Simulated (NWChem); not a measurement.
# Polarisability of germylsilane (H$_{6}$GeSi)

SMILES: [SiH3][GeH3]
```xyz
8

Si     0.0617     1.6043     0.0000
Ge    -0.0299    -0.7770     0.0000
H      0.7827     2.0914     1.2154
H      0.7827     2.0914    -1.2154
H     -1.3209     2.1722     0.0000
H     -0.7716    -1.2892     1.2495
H     -0.7716    -1.2892    -1.2495
H      1.3910    -1.3725     0.0000
```
Charge 0, spin multiplicity 1.

Program: NWChem. All single points use one geometry, from PBE0/def2-SVP, a minimum by its harmonic frequencies.

Basis set: 6-31G*. Static limit. This basis has no diffuse functions, which lowers polarisabilities.

The Hamiltonian is non-relativistic. The correlated methods keep 14 core orbitals frozen. B3LYP has NWChem's definition, with VWN1-RPA local correlation. The Pople sets run with spherical d functions. No row is a measurement; the coupled-cluster row has its own basis-set and correlation limits.

```
method                isotropic polarisability (bohr³)
--------------------  --------------------------------
HF                                                 ___
CCSD linear response                             51.82
PBE                                                ___
BHandHLYP                                          ___
B3LYP                                            52.98
```

Task: Complete the blanks.

Result: 
- HF, isotropic polarisability (bohr³): 49.61
- PBE, isotropic polarisability (bohr³): 54.50
- BHandHLYP, isotropic polarisability (bohr³): 51.52
